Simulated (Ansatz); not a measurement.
Ideal-gas functions of CH₄Ge, SMILES `[CH3][GeH]` at 600 K and 1 bar, from an Ansatz frequency run at PBE0-D4/def2-TZVP.

Molar mass 88.65 g/mol, point group Cs (symmetry number 1), electronic degeneracy 1, moments of inertia 5.704, 55.299, 57.908 u Å². Harmonic wavenumbers (cm⁻¹, unscaled): 145, 556, 565, 604, 886, 1220, 1427, 1438, 1895, 3030, 3102, 3151.

Use S(trans) = R[1.5 ln M + 2.5 ln T − 1.1517]; rotational temperatures θ = 24.2544 K / I; S(rot) = R[ln(√π/σ · √(T³/θAθBθC)) + 1.5]; for each mode x = 1.438777 ν̃/T, S = R[x/(eˣ − 1) − ln(1 − e⁻ˣ)] and H = RT x/(eˣ − 1); 1 cm⁻¹ = 0.0119627 kJ/mol; R = 8.31446 J/(mol·K).

**Question.** By hand: the entropy, in J/(mol·K).

**Answer.** Translation 179.3. Rotation: θ = 4.2522, 0.4386, 0.4188 K, giving 98.0. Vibration, mode by mode: 17.14, 6.51, 6.40, 5.93, 3.45, 1.84, 1.24, 1.21, 0.49, 0.05, 0.04, 0.04, in all 44.3. Electronic 0.0. Sum 321.6 J/(mol·K).

**Question.** By hand: H − E and G − E in kJ/mol, counted from the electronic energy.

**Answer.** Zero-point energy ½ × 18019 × 0.0119627 = 107.8; thermal vibration 14.8; translation, rotation and pV give 4 RT = 20.0. H − E = 142.6 kJ/mol, and G − E = 142.6 − 600 × 321.6/1000 = -50.4 kJ/mol.

Vibration gives 14 % of the entropy, 17.1 J/(mol·K) of it from the mode under 150 cm⁻¹: soft modes count most, and the harmonic formula is weakest for them.
